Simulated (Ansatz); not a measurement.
Molecule: sum formula PNH, net charge 1, singlet state. It need not be the lowest isomer of its formula. 
Coordinates optimised at B3LYP-D3(BJ)/def2-TZVP (Ansatz, a first-principles code):
```xyz
3

N      0.0000     0.0000    -0.9047
P      0.0000     0.0000     0.5502
H      0.0000     0.0000    -1.9194
```
Charge +1, spin multiplicity 1.

Basis-set convergence of Hartree-Fock and CCSD correlation energies (hartree) with Ansatz. Cores are frozen in the correlated levels unless marked. No spin-orbit coupling. Non-relativistic.

The Hartree-Fock reference is unstable (checked in the largest basis), which strains HF and MP2. 

| basis | functions | E(HF) | E(corr, CCSD) |
|---|---|---|---|
| cc-pV(D+d)Z | 42 | -395.47616 | -0.28665 |
| cc-pV(T+d)Z | 83 | -395.50702 | -0.33758 |
| cc-pV(Q+d)Z | 149 | -395.51413 | -0.35469 |
| cc-pV(5+d)Z | 246 | -395.51571 | -0.36086 |

Extrapolating the two largest sets (X = 4 and 5) as X^-3: E(corr) = (125·(-0.36086) - 64·(-0.35469))/61 = -0.3673 Eh, an estimate of the basis-set limit. The largest set recovers 98.2 % of it, the smallest 78.0 %.
